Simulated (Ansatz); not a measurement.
Single points on Mg10O13H6.

```yaml
crystal:
  periodic: [false, false, false]
  atoms:
    - {symbol: Mg, position_ang: [-3.134753, 0.271940, 0.230714]}
    - {symbol: Mg, position_ang: [0.579740, -0.273104, 3.040365]}
    - {symbol: Mg, position_ang: [0.110331, 1.847984, 1.038892]}
    - {symbol: Mg, position_ang: [0.916038, -0.455964, -2.083264]}
    - {symbol: Mg, position_ang: [-0.193084, -1.596649, 0.455789]}
    - {symbol: Mg, position_ang: [2.250285, 0.202148, 0.150361]}
    - {symbol: Mg, position_ang: [-1.284296, 1.363931, -1.357731]}
    - {symbol: Mg, position_ang: [-2.149382, 1.501900, 2.446235]}
    - {symbol: Mg, position_ang: [-2.207678, -1.454547, -1.773638]}
    - {symbol: Mg, position_ang: [-2.351144, -1.613518, 2.109253]}
    - {symbol: O, position_ang: [-0.468504, -1.911181, -2.556380]}
    - {symbol: O, position_ang: [2.803716, 0.138494, -1.778589]}
    - {symbol: O, position_ang: [1.593982, -1.839980, -0.394056]}
    - {symbol: O, position_ang: [-2.911400, 0.305735, -1.699028]}
    - {symbol: O, position_ang: [-0.080111, 1.103378, -2.909304]}
    - {symbol: O, position_ang: [-2.205741, -1.774932, 0.145290]}
    - {symbol: O, position_ang: [0.186687, 0.275168, -0.272771]}
    - {symbol: O, position_ang: [1.969880, 2.221145, 0.514707]}
    - {symbol: O, position_ang: [-0.463391, -1.740531, 2.426376]}
    - {symbol: O, position_ang: [2.366796, -0.164839, 2.172273]}
    - {symbol: O, position_ang: [-1.860065, 1.968854, 0.514873]}
    - {symbol: O, position_ang: [-3.361486, 0.029601, 2.182057]}
    - {symbol: O, position_ang: [-0.298250, 1.432425, 2.940724]}
    - {symbol: H, position_ang: [-0.123053, -2.820389, -2.541955]}
    - {symbol: H, position_ang: [3.074361, 0.972754, -2.198568]}
    - {symbol: H, position_ang: [2.227550, -2.575144, -0.420880]}
    - {symbol: H, position_ang: [-0.434263, 1.122523, -3.812964]}
    - {symbol: H, position_ang: [2.572458, 2.880313, 0.890968]}
    - {symbol: H, position_ang: [2.874787, 0.582505, 2.540248]}
basis:
  gaussian: {orbitals: def2-TZVP, fitting: {mean_field: def2-universal-jkfit}, initial_orbitals: start.molden}
hamiltonian: {xc: {name: B3LYP}, dispersion: d4}
scf: {omitted_lower_state_checks: [starts]}
output: {orbitals: {seedname: orbitals}}
```

The file start.molden holds the orbitals of an earlier run on this structure, at another level or in another basis.

```sh
$ ansatz run in.yaml --threads 2 --pin off --events-out ev --progress --plain --max-ram 22528MiB --backend cuda --devices 0, --max-vram 18GiB
```

It prints (some lines left out):

```
Functional definition: B3LYP
2229 factors; integrals over basis functions are off by at most 8.8e-1 eV
mean field evaluation 1: about -81208.6544 eV, gradient 1.4e1 eV
mean field evaluation 2: about -81208.8439 eV, gradient 1.8e-1 eV
mean field evaluation 4: about -81208.8249 eV, gradient 3.6e-4 eV
mean field -81208.82494059 eV, -2984.3692712482 hartree, gradient 2.1e-5 eV, S^2 0.000000; 0 other end points of the search recorded, 0 dependent functions left out
reference -81208.82541200 eV, -2984.3692885721 hartree; 115, 115 occupied and 644, 644 virtual orbitals, 2229 factors
Total energy: -81211.50140141 eV, -2984.4676293691 hartree
Checks for a lower state left out: starts
```

Hardware: 2 threads of AMD EPYC 7R13 on a shared host and a share (18 GiB) of an NVIDIA H100 80GB HBM3. Wall time 6 s.

The first input with `gaussian: {orbitals: def2-SVP, initial_orbitals: start.molden}`, `hamiltonian: {xc: pbe}`, `correlation: {method: rpa}` and without the key `output` (abridged; 5 s):

```
Functional definition: PBE
mean field -81091.35952577 eV, -2980.0524968742 hartree, gradient 3.3e-6 eV, S^2 0.000000
23 core orbitals not correlated: weight in the atoms' cores, before any rotation towards them, 1.000 or more for the frozen orbitals, at most 0.000 for the correlated occupied ones
Total energy: -81004.28208061 eV, -2976.8524597881 hartree
Checks for a lower state left out: starts
```

As the first input, with `hamiltonian: {xc: pbe0, dispersion: d4}`, `output: {forces: true, orbitals: {seedname: orbitals}}` (abridged; 6.5 s):

```
Functional definition: PBE0
mean field -81146.13047666 eV, -2982.0652921945 hartree, gradient 9.0e-6 eV, S^2 0.000000
Total energy: -81147.62039170 eV, -2982.1200455622 hartree
Atom 0 force     0.347120     0.005952    -0.015932 eV/Å
Atom 1 force    -0.150563     0.086773    -0.393159 eV/Å
Atom 2 force    -0.132844    -0.203829     0.034733 eV/Å
Atom 3 force    -0.035986     0.184428     0.199636 eV/Å
Atom 4 force    -0.039155     0.120486     0.139785 eV/Å
Atom 5 force    -0.230441     0.043200    -0.106709 eV/Å
Atom 6 force    -0.113648    -0.344706     0.122914 eV/Å
Atom 7 force     0.276047    -0.347845    -0.407003 eV/Å
Atom 8 force     0.160184     0.380044     0.350906 eV/Å
Atom 9 force     0.294729     0.409925    -0.372748 eV/Å
Atom 10 force     0.100771    -0.496040     0.145114 eV/Å
Atom 11 force    -0.076840     0.563691    -0.143850 eV/Å
Atom 12 force     0.285558    -0.452560     0.068431 eV/Å
Atom 13 force     0.349073    -0.242068     0.333029 eV/Å
Atom 14 force    -0.306130    -0.099298    -0.422436 eV/Å
Atom 15 force     0.149049     0.129927    -0.022146 eV/Å
Atom 16 force     0.067166    -0.047259     0.021836 eV/Å
Atom 17 force     0.258685     0.307483     0.345811 eV/Å
Atom 18 force    -0.099843     0.327478    -0.176288 eV/Å
Atom 19 force     0.132608     0.545232     0.206437 eV/Å
Atom 20 force     0.145264    -0.204541     0.069195 eV/Å
Atom 21 force     0.407015    -0.000188    -0.193702 eV/Å
Atom 22 force    -0.126701    -0.241447    -0.311387 eV/Å
Atom 23 force    -0.266821     0.740217     0.005325 eV/Å
Atom 24 force    -0.250337    -0.636215     0.350249 eV/Å
Atom 25 force    -0.519120     0.588857     0.039651 eV/Å
Atom 26 force     0.277860    -0.021293     0.728707 eV/Å
Atom 27 force    -0.485370    -0.527384    -0.298310 eV/Å
Atom 28 force    -0.417329    -0.569018    -0.298088 eV/Å
Dipole moment:    -0.184675    -0.490730     0.365831 e Å
Checks for a lower state left out: starts
```

The first input with `gaussian: {orbitals: def2-SVP, initial_orbitals: start.molden}`, `hamiltonian: {xc: pbe, dispersion: d4}` (abridged; 3.9 s):

```
Functional definition: PBE
mean field -81091.35961609 eV, -2980.0525001936 hartree, gradient 1.6e-5 eV, S^2 0.000000
Total energy: -81093.03514141 eV, -2980.1140746132 hartree
Checks for a lower state left out: starts
```

The first input with `gaussian: {orbitals: def2-SVP, initial_orbitals: start.molden}`, `hamiltonian: {xc: pbe0, dispersion: d4}` (abridged; 3.8 s):

```
Functional definition: PBE0
mean field -81096.05628410 eV, -2980.2250995593 hartree, gradient 1.4e-5 eV, S^2 0.000000
Total energy: -81097.54620106 eV, -2980.2798529980 hartree
Checks for a lower state left out: starts
```

Geometry: PBE-D4/def2-SVP.

B3LYP takes the VWN-RPA correlation. Correlated methods freeze 23 core orbitals; core or outer-core shells of Mg are correlated, in sets that lack core-valence functions. Single mean-field runs in def2-TZVP are fitted with def2-universal-jkfit.
